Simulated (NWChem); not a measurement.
System: arsine (AsH$_{3}$); SMILES [AsH3]

All runs: NWChem. Pople sets run with spherical d functions. B3LYP is NWChem's, with the RPA form of VWN correlation. The level has its own optimisation; frequencies are unscaled.

Task: Estimate the computed values for B3LYP/6-31G*. Quantities: r As–H (Å); highest harmonic frequency (cm⁻¹); lowest (cm⁻¹); zero-point energy (kcal/mol); dipole (D).

Result: 
```
Quantity                           Value
---------------------------------  -----
r As–H (Å)                         1.533
highest harmonic frequency (cm⁻¹)   2203
lowest (cm⁻¹)                        953
zero-point energy (kcal/mol)        13.7
dipole (D)                          0.54
```
